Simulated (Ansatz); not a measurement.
`ClBB[SeH]` + CH₃OH → `COBCl` + `B[SeH]` at 700 K and 1 bar (cleavage of the B–B bond).

Isolated molecules relaxed with PBE0-D4/def2-TZVP in Ansatz; ΔE leaves out vibrations. CCSD(T)/CBS adds triple-zeta CCSD(T) − MP2 to the extrapolated MP2 energy (def2 sets, frozen cores). This one scheme is used for every species. For Se outer-core shells are correlated without core-valence functions, which leaves a few kJ/mol of doubt a bond. Scalar relativity is left out up to krypton. Each species was taken in one conformer, which may not be the lowest.

| species | CCSD(T)/CBS energy (Eh) | H − E (kJ/mol) | S (J/(mol·K)) |
| --- | --- | --- | --- |
| `ClBB[SeH]` | -2911.90869 | 151.3 | 422.4 |
| CH₃OH | -115.61712 | 170.8 | 288.5 |
| `COBCl` | -600.27977 | 205.1 | 384.0 |
| `B[SeH]` | -2427.30556 | 113.4 | 312.4 |

H − E and S are ideal-gas, rigid-rotor, harmonic terms from PBE0-D4/def2-TZVP, for one conformer and one mirror image of each species. 1 Eh = 2625.50 kJ/mol, R = 8.31446 J/(mol·K).

Task: By hand: ΔE, ΔH, ΔS and ΔG.

Result: ΔE = (-600.27977) + (-2427.30556) − (-2911.90869) − (-115.61712) = -0.05952 Eh = -156.3 kJ/mol. Δ(H − E) = 205.1 + 113.4 − 151.3 − 170.8 = -3.6, so ΔH = -159.9 kJ/mol. ΔS = 384.0 + 312.4 − 422.4 − 288.5 = -14.5 J/(mol·K). ΔG = -159.9 − 700 × (-14.5)/1000 = -149.8 kJ/mol.

Task: By hand: the equilibrium constant, and the temperature at which ΔG would vanish if ΔH and ΔS stayed fixed.

Result: log₁₀ K = −ΔG/(RT ln 10) = 11.2. ΔG = 0 at ΔH/ΔS = 11028 K, far beyond where these terms or the molecules hold.

The number of gas molecules stays the same, so ΔS is small and ΔH decides. A doubt of 5 kJ/mol in ΔE shifts log₁₀ K by 0.4 here. Other conformers and mirror images would add mixing entropy, several J/(mol·K) or more a flexible species. These are equilibria of isolated gas molecules and say nothing of rates. Largest T1 diagnostic: 0.014 (customary marks: 0.02 for closed shells, 0.045 for open ones).
